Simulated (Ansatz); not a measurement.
Correlation energies of C₄H₁₁B (`BC(C)(C)C`) by basis set

Cartesian coordinates in Å:
```
B -1.316 0.929 0.304
C -0.041 0.058 0.119
C -0.212 -0.233 -1.394
C -0.052 -1.261 0.884
C 1.275 0.796 0.338
H -2.373 0.415 0.543
H -1.279 2.110 0.098
H 0.627 -0.856 -1.724
H -0.200 0.679 -1.997
H -1.133 -0.782 -1.611
H 0.782 -1.901 0.572
H 0.047 -1.096 1.960
H -0.980 -1.812 0.717
H 1.422 1.039 1.394
H 2.126 0.182 0.022
H 1.306 1.732 -0.225
```

Total charge 0; spin multiplicity 1. The structure was optimised at the PBE0-D4/def2-TZVP level. Frozen core, restricted reference, the Gaussian-basis code of Ansatz. CBS rows extrapolate triple and quadruple zeta; past MP2 they add the triple-zeta difference.

```
     basis     HF (Eh)  MP2 corr.  CCSD corr.       (T)  CCSD(T) total
  def2-SVP  -182.40753   -0.67054    -0.74195  -0.02192     -183.17140
def2-TZVPP  -182.60449   -0.81685    -0.87699  -0.03365     -183.51513
def2-QZVPP  -182.61336   -0.86674           –         –              –
 CBS(def2)  -182.61458   -0.90369    -0.96383     as TZ     -183.61206
```
